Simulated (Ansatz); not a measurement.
A set of 12 reactions (carbene extrusion), with CCSD(T)/CBS values in kJ/mol:

| reaction | ΔE |
| --- | --- |
| `CC#[C][GeH3]` → `C#[C][GeH3]` + `[CH2]` (triplet) | 458.9 |
| `C=C([SiH3])C[SiH3]` → `C=C([SiH3])[SiH3]` + `[CH2]` (triplet) | 434.3 |
| `BCCBC` → `BCCB` + `[CH2]` (triplet) | 470.6 |
| `FCF` → `F[C]F` + H₂ | 292.7 |
| `COC1(O)BC1` → `[CH2]` (triplet) + `OC1(O)BC1` | 392.3 |
| `BNC(=C)C` → `BNC=C` + `[CH2]` (triplet) | 449.7 |
| `C[SiH2]BO` → `[CH2]` (triplet) + `OB[SiH3]` | 474.1 |
| `C=CCCCC` → `C=CCCC` + `[CH2]` (triplet) | 434.7 |
| `[OH][GeH]([OH])[CH2]F` → `[CH2]` (triplet) + `[OH][GeH]([OH])[F]` | 274.9 |
| `[OH][GeH]([OH])[CH2]F` → `[CH]F` + `[OH][GeH2][OH]` | 379.5 |
| `OCC(O)O` → `[CH2]` (triplet) + `OC(O)O` | 408.7 |
| `CCO[SiH2]Cl` → `CO[SiH2]Cl` + `[CH2]` (triplet) | 449.5 |

Computed with Ansatz on PBE0-D4/def2-TZVP structures; ΔE is electronic, products minus reactants. CCSD(T)/CBS is the MP2 limit (def2-TZVPP, def2-QZVPP) plus CCSD(T) − MP2 in def2-TZVPP, frozen cores. Small cases extrapolate CCSD(T) itself. DFT in def2-TZVPP. B3LYP here is the variant with VWN-RPA as its local correlation; programs differ in this. Triplets are unrestricted, without spin–orbit coupling. For Ge outer-core shells are correlated without core-valence functions, which leaves a few kJ/mol of doubt a bond. Scalar relativity is left out up to krypton. One conformer a species, not always the lowest.

Give the mean, mean absolute and largest difference (level minus CCSD(T)/CBS, kJ/mol) for: PBE-D4, r2SCAN-D4, PBE0-D4, B3LYP-D4, ωB97M-V, PBE0, HF/def2-TZVPP, SCS-MP2/def2-TZVPP, CCSD/def2-TZVPP, CCSD(T)/def2-TZVPP, HF/def2-QZVPP, SCS-MP2/def2-QZVPP, HF/CBS(def2), MP2/CBS(def2). (An estimate is asked.)

Computed: 
```tsv
level	mean	mean absolute	largest
PBE-D4	6.9	8.0	17.7
r2SCAN-D4	-16.4	20.5	-26.2
PBE0-D4	1.5	6.6	22.2
B3LYP-D4	-4.5	5.1	-9.1
ωB97M-V	1.4	3.4	-9.6
PBE0	-3.8	9.5	16.5
HF/def2-TZVPP	-125.9	125.9	-154.0
SCS-MP2/def2-TZVPP	1.9	2.5	4.6
CCSD/def2-TZVPP	-19.1	19.1	-24.1
CCSD(T)/def2-TZVPP	-10.4	10.4	-12.9
HF/def2-QZVPP	-126.3	126.3	-154.8
SCS-MP2/def2-QZVPP	8.7	8.7	11.5
HF/CBS(def2)	-126.3	126.3	-155.1
MP2/CBS(def2)	13.0	13.0	27.4
```

The largest T1 diagnostic in the set is 0.018, for `[CH]F` (customary mark 0.02).

CCSD(T)/CBS is a level of theory with its own doubt, and the functionals carry their triple-zeta basis error, so these figures describe this set and don't rank the functionals.
